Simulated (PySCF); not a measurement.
C₄H₅ClSi, SMILES C#C[Si@H](Cl)C=C. Geometry optimised at PBE-D3(BJ)/def2-SVP. The structure was generated by enumeration; whether it is a known compound was not checked. Other conformers were not sampled.

Computed equilibrium geometry at PBE-D3(BJ)/def2-SVP (PySCF confirms it by a frequency run) as bond lengths and angles (one conformer of several):
Atoms: C1 C2 Si3 Cl4 C5 C6 H7 H8 H9 H10 H11. Bonds (Å): C1–C2 1.229, C1–H7 1.083, C2–Si3 1.835, Si3–Cl4 2.089, Si3–C5 1.866, Si3–H8 1.499, C5–C6 1.348, C5–H9 1.106, C6–H10 1.104, C6–H11 1.104. Bond angles (°): C2–C1–H7 179.6, C1–C2–Si3 179.2, C2–Si3–Cl4 109.2, C2–Si3–C5 109.8, C2–Si3–H8 109.6, Cl4–Si3–C5 109.4, Cl4–Si3–H8 106.5, C5–Si3–H8 112.3, Si3–C5–C6 123.3, Si3–C5–H9 117.6, C6–C5–H9 119.1, C5–C6–H10 121.9, C5–C6–H11 121.5, H10–C6–H11 116.6.
